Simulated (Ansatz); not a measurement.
A run of Ansatz (development build ahead of 0.2.0) on singlet NaI at this shape:

| atom | x (Å) | y (Å) | z (Å) |
| --- | --- | --- | --- |
| Na | 0.0000 | 0.0000 | -2.2538 |
| I | 0.0000 | 0.0000 | 0.4678 |

Its results:

```yaml
Converged: yes
Reference_energy: -458.59923 hartree
Correlation_energy: -0.66482 hartree
Total_energy: -459.26405 hartree
Spin_squared_of_the_determinant: 0.000
```

(1) Which input gives this output? Name the method, the orbitals and the basis set, and write the input.

## Answers

(1) RHF-MP2 in def2-TZVP. The basis set brings a core potential for I, so the total leaves out those core electrons. An unrestricted run that stays on the closed shell gives the same numbers.

```yaml
crystal:
  periodic: [false, false, false]
  atoms:
    - { symbol: Na, position_ang: [0.0, 0.0, -2.25384] }
    - { symbol: I, position_ang: [0.0, 0.0, 0.46778] }
basis:
  gaussian: { orbitals: def2-TZVP }
hamiltonian:
  xc: hf
correlation:
  method: mp2
  frozen_orbitals: { I: 4, Na: 1 }
```
